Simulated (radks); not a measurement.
The sulfur anion S-, [Ne] 3s2 3p5, held by a Watson sphere: a shell of charge +0.93 at radius R that stands for the Madelung well of a crystal (potential energy -0.93/R inside, -0.93/r outside, in hartree with lengths in bohr). Method: scalar-relativistic Kohn-Sham, LDA (Slater exchange, Perdew-Wang correlation), spin-polarised, spherical densities, finite nucleus; open shells are filled with parallel spins first; Fermi nuclear charge, rms radius of each element as measured or else 0.836 A^(1/3) + 0.57 fm; computed with a radial shooting solver on a logarithmic mesh with Libxc functionals. Response by self-consistent Sternheimer equations with the Hartree and adiabatic LDA kernel, the relativistic mass of each level held fixed and spin-orbit coupling left out. The sphere does not respond.

R (bohr),e(3s down) (eV),e(3p up) (eV),e(3p down) (eV),<r> 3p (bohr),sum of <r^2> (bohr^2),X-ray form factor at sin(theta)/lambda = 0.1 1/angstrom,alpha (bohr^3)
2.96,-15.399,-6.389,-5.744,2.231,38.70,14.678,32.45
3.01,-15.334,-6.331,-5.687,2.237,38.87,14.672,32.96
3.06,-15.270,-6.272,-5.630,2.242,39.03,14.666,33.48
3.15,-15.158,-6.168,-5.528,2.252,39.32,14.655,34.42
3.44,-14.813,-5.841,-5.207,2.280,40.17,14.624,37.50
4.06,-14.159,-5.201,-4.575,2.327,41.66,14.576,44.18
4.29,-13.943,-4.985,-4.361,2.342,42.11,14.564,46.62
